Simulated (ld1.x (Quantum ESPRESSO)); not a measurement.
## Transferability test, ultrasoft potential for W

| Quantity | Value |
| --- | --- |
| Element | tungsten (W) |
| Generator | ld1.x (Quantum ESPRESSO) 7.5 |
| Type | ultrasoft |
| Functional | LDA (PZ) |
| Relativity | fully relativistic |
| Frozen core | [Kr] 4d10 4f14 |
| Valence charge | 14 |
| Reference configuration | 5s2 5p6 5d4 6s2 6p0 |
| Partial waves | 5s (bound): rcut 1.65, rcutus 1.95 bohr; 6s (bound): rcut 1.65, rcutus 1.95 bohr; 5p (bound): rcut 1.65, rcutus 2.00 bohr; 6p (bound, empty): rcut 1.65, rcutus 2.00 bohr; 5d (bound): rcut 2.20, rcutus 2.85 bohr; 5d channel at 0.45 Ry: rcut 2.20, rcutus 2.85 bohr |
| Local potential | all-electron potential smoothed inside 2.35 bohr (lloc = -1) |
| Core correction | a·sin(br)/r model core inside 1.45 bohr |
| Augmentation charge | built from norm-conserving waves at rcut, not smoothed further |

Open shells are filled in proportion to 2j + 1 (rel_dist='average').

Energies are relative to the spin-unpolarised reference configuration 5s2 5p6 5d4 6s2 6p0; without spin polarisation the order of configurations can differ from experiment.

| valence configuration | charge | ΔE all-electron (eV) | error AE − PS (meV) |
| --- | --- | --- | --- |
| 5s2 5p6 5d3 6s0 6p0 | +3 | 50.859 | +4752 |
| 5s2 5p6 5d3 6s2 6p0 | +1 | 9.064 | -2096 |
| 5s2 5p6 5d2 6s0 6p0 | +4 | 88.378 | +4544 |
| 5s2 5p6 5d3 6s2 6p1 | 0 | 4.056 | -2163 |
| 5s2 5p5 5d4 6s2 6p0 | +1 | 49.752 | -2846 |

(1) What are ΔE and the potential's error for 5s2 5p6 5d4 6s1 6p0?

(2) What are ΔE and the potential's error for 5s2 5p6 5d4 6s0 6p0?

Levels in the configuration 5s2 5p6 5d3 6s2 6p1:

```tsv
level	all-electron (eV)	pseudo (eV)
5s j=1/2	-83.012	-86.800
5p j=1/2	-54.338	-57.933
5p j=3/2	-44.310	-47.758
5d j=3/2	-8.026	-10.745
5d j=5/2	-7.197	-9.887
6s j=1/2	-7.587	-5.972
6p j=1/2	-2.989	-2.940
6p j=3/2	-2.321	-2.476
```

A Bessel basis up to 400 Ry misses an occupied level by 1.39 Ry, so cutoffs and ghosts were not judged. The potential misses its own reference levels by up to 2.6 eV, so it is not fit for use.

Answers

(1) ΔE = 9.136 eV all-electron; the error (AE − PS) is +1875 meV.

(2) ΔE = 25.163 eV all-electron; the error (AE − PS) is +4884 meV.

These tests converged, but a pseudo level misses the all-electron one widely, so the file describes the atom poorly there or has found another state: 5s2 5p6 5d4 6s1 6p0: 6s by 2.4 eV; 5s2 5p6 5d4 6s0 6p0: empty 6s by 3.7 eV; 5s2 5p6 5d3 6s0 6p0: empty 6s by 4.9 eV; 5s2 5p6 5d3 6s2 6p0: 5d by 2.4 eV; 5s2 5p6 5d2 6s0 6p0: empty 6s by 6.4 eV (a node warning on the way); 5s2 5p6 5d3 6s2 6p1: 5p by 3.4 eV; 5s2 5p5 5d4 6s2 6p0: 5d by 2.5 eV.
